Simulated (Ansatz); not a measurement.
Cost and result for the atomization energy of CH7ClSi3 (12 atoms, 11 bonds).

```xyz
12

Si   -0.147   -1.612    0.247
C    -0.498    0.215    0.512
Si    0.963    1.310    0.054
Si   -2.034    0.799   -0.389
Cl   -1.455    0.398   -2.368
H    -1.425   -2.376    0.177
H     0.642   -2.141    1.391
H     0.605   -1.826   -1.013
H    -0.709    0.369    1.579
H     1.894    1.413    1.208
H     1.680    0.766   -1.123
H     0.485    2.684   -0.275
```

Total charge 0; spin multiplicity 1. The bonds changed during the relaxation, so this is another structure than the one it started from. The geometry is a stationary point of PBE0-D4/def2-TZVP. Program: Ansatz. All runs use 4 threads of an Arm Neoverse V1 on a shared host. Times are those of one run each, without the atoms' runs, and a repeat can differ threefold. Electronic energies, without spin–orbit coupling; frozen cores. CCSD(T)/CBS adds CCSD(T) − MP2 in def2-TZVPP to the MP2 limit, and its time is that of the two runs behind it. T1 = 0.013; the RHF reference is unstable towards UHF. B3LYP takes the VWN-RPA correlation (the form of Gaussian; ORCA's B3LYP/G).

CCSD(T)/CBS is a level of theory with its own doubt, some kJ/mol a heavy atom from the limit and from the frozen cores, so smaller differences don't rank the functionals.

```csv
level,functions,wall time
PBE-D4/def2-TZVPP (with forces),297,3.9 s
PBE0-D4/def2-TZVPP,297,5.5 s
r2SCAN-D4/def2-TZVPP (with forces),297,7.5 s
B3LYP-D4/def2-TZVPP (with forces),297,8.5 s
B2PLYP/def2-TZVPP,297,11 s
ωB97X-V/def2-TZVPP,297,13 s
ωB97M-V/def2-TZVPP (with forces),297,19 s
MP2/def2-QZVPP,547,41 s
CCSD(T)/def2-TZVPP,297,3.5 min
CCSD(T)/CBS(def2),–,4.2 min
```

Problem. What atomization energy does each give, and how far from CCSD(T)/CBS? (Best estimate.)

Solution. The calculation gave: 
```csv
level,atomization (kJ/mol),difference from CCSD(T)/CBS,per bond
PBE-D4/def2-TZVPP (with forces),3820.1,-12.5,-1.1
PBE0-D4/def2-TZVPP,3801.5,-31.1,-2.8
r2SCAN-D4/def2-TZVPP (with forces),3825.7,-6.9,-0.6
B3LYP-D4/def2-TZVPP (with forces),3816.9,-15.7,-1.4
B2PLYP/def2-TZVPP,3757.9,-74.7,-6.8
ωB97X-V/def2-TZVPP,3854.6,22.0,2.0
ωB97M-V/def2-TZVPP (with forces),3849.9,17.3,1.6
MP2/def2-QZVPP,3804.2,-28.4,-2.6
CCSD(T)/def2-TZVPP,3728.0,-104.6,-9.5
CCSD(T)/CBS(def2),3832.6,0.0,0.0
```

In def2-TZVPP, CCSD(T) changes the Hartree–Fock value by +849.0 kJ/mol (the triples alone add +49.7 kJ/mol) and MP2 by +863.1 kJ/mol; breaking electron pairs costs correlation energy, which Hartree–Fock lacks. The D4 term adds +67.4 kJ/mol with B3LYP and +35.5 kJ/mol with PBE0; it sums over pairs of atoms, weighted by their polarisabilities, and B3LYP, whose exchange is more repulsive, gets the larger term. From PBE to PBE0 (25 % exact exchange), in def2-TZVPP and without D4, the atomization energy moves by −12.7 kJ/mol: exact exchange takes away binding that semilocal exchange gives to molecules.
